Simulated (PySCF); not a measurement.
# Ions at one geometry of [Pb(HCN)]2+

PySCF 2.14.0, RKS PBE0, Pb def2-SVP with ECP60, N def2-SVP, C def2-SVP, H def2-SVP; non-relativistic Hamiltonian with scalar-relativistic core potentials where named; density fitting; no spin-orbit coupling; singlets restricted, open shells unrestricted. The geometry is relaxed for charge +2, singlet, vacuum:

```xyz
4

Pb    0.0000    0.0000   -0.2672
N     0.0000    0.0000    2.1005
C     0.0000    0.0000    3.2540
H     0.0000    0.0000    4.3526
```

Energies count from the relaxed state; an electron taken off or put on is at rest in vacuum. Charges and spins are Mulliken's.

```json
{"state": "charge +2, singlet, vacuum", "energy (eV)": "0.00", "spin squared": "0.00", "charge on Pb1 (e)": "1.70", "spin on Pb1 (e)": "0.00", "dipole about the centre of mass (D)": "6.10"}
{"state": "charge +1, doublet, vacuum", "energy (eV)": "-12.10", "spin squared": "0.75", "charge on Pb1 (e)": "0.82", "spin on Pb1 (e)": "0.96", "dipole about the centre of mass (D)": "5.33"}
```

**Question.** What does the state charge +3, doublet, vacuum give?

**Answer.** energy (eV) 24.30, spin squared 0.75, charge on Pb1 (e) 1.89, spin on Pb1 (e) -0.01, dipole about the centre of mass (D) 16.13.

With an electron taken off (doublet) the charges change, summed by element, by Pb +0.19 e, N +0.36 e, C +0.34 e, H +0.10 e. The vertical ionisation energy is 24.30 eV, against −ε(HOMO) = 21.45 eV of the relaxed state. The level lies 2.8 eV too high, as is usual for semilocal functionals and global hybrids, which keep a self-interaction error.

With an electron put on (doublet) the charges change, summed by element, by Pb -0.88 e, N +0.07 e, C -0.14 e, H -0.05 e. The vertical electron affinity is 12.10 eV, against −ε(LUMO) = 14.29 eV of the relaxed state.

Open shells may have lower solutions than those found.
